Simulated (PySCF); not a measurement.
**Two-component Hartree-Fock for Cd³⁺ (cadmium, charge +3)**

Start: [Kr] 4d9; 4d3/2 filled at m_j = -1/2, +1/2, +3/2; 4d5/2 filled at m_j = -5/2, -3/2, -1/2, +1/2, +3/2, +5/2. Calculated with PySCF 2.14 in x2c-TZVPPall-2c: generalised Hartree-Fock with the X2C-1e Hamiltonian and a Gaussian nucleus; one run each with spin-orbit coupling (SO) screened by Boettger's factors, then bare. This is a chosen level, not necessarily the ground level.

```
spinor shell  electrons  ε, screened SO (eV)  ε, bare SO (eV)  weight of nominal j (bare SO)  rms radius, bare SO (bohr)
       1s1/2          2             -26880.2         -26880.0                          1.000                      0.0348
       2s1/2          2              -4109.6          -4109.5                          1.000                       0.142
       2p1/2          2              -3817.8          -3824.1                          1.000                       0.123
       2p3/2          4              -3623.5          -3620.9                          1.000                       0.128
       3s1/2          2              -833.29          -833.29                          1.000                       0.381
       3p1/2          2              -714.98          -716.13                          1.000                       0.375
       3p3/2          4              -679.09          -678.63                          1.000                       0.387
       3d3/2          4              -471.10          -472.26                          1.000                       0.361
       4s1/2          2              -164.15          -164.16                          1.000                       0.938
       4p1/2          2              -122.99          -123.20                          0.964                        1.00
       4p3/2          4              -118.12          -118.05                          0.982                        1.03
       4d3/2          3              -54.704          -54.824                          0.889                        1.28
       4d5/2          6              -53.777          -53.710                          0.945                        1.30
```

**Question.** Where does 3d5/2 lie, and what is the 3d spin-orbit splitting (bare SO)?

**Answer.** At -463.61 eV, 8.654 eV above 3d3/2.

```csv
quantity,screened SO,bare SO
E (hartree),-5589.71878,-5589.82189
M_J,3/2,3/2
⟨J²⟩,3.754,3.754
⟨L²⟩,6.021,6.023
⟨S²⟩,0.766,0.768
```

Each row is a mean over spinors that exchange with the open shell spreads, by up to 4.846 eV (4p1/2).

Rows whose weight is well below 1 are mixtures of j = l ± 1/2: exchange outweighs spin-orbit coupling there, and the label is only the starting occupation.

Breit and QED terms are absent; they matter most for the inner s and p1/2 levels.

Densities and radii are taken from the X2C orbitals without a picture-change correction, which distorts them close to the nucleus.
